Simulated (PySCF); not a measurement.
**Correlation energy of O (oxygen, neutral)**

[He] 2s1 2p5, high-spin 3P determinant (an excited configuration). Calculation: PySCF 2.14, in aug-cc-pVTZ (5s4p3d2f, 46 functions); the non-relativistic Hamiltonian (point nucleus). Frozen: 1s2; 6 electrons correlated.

| level | correlation energy (mhartree) |
| --- | --- |
| CCSD | -209.50 |
| (T) | -14.98 |
| CCSD(T) | -224.48 |

Diagnostics: T1 = 0.023, D1 = 0.0599, largest double amplitude 0.208.

Is a single reference adequate?

Not fully. A double-excitation amplitude exceeds 0.15, a sign of near-degeneracy.
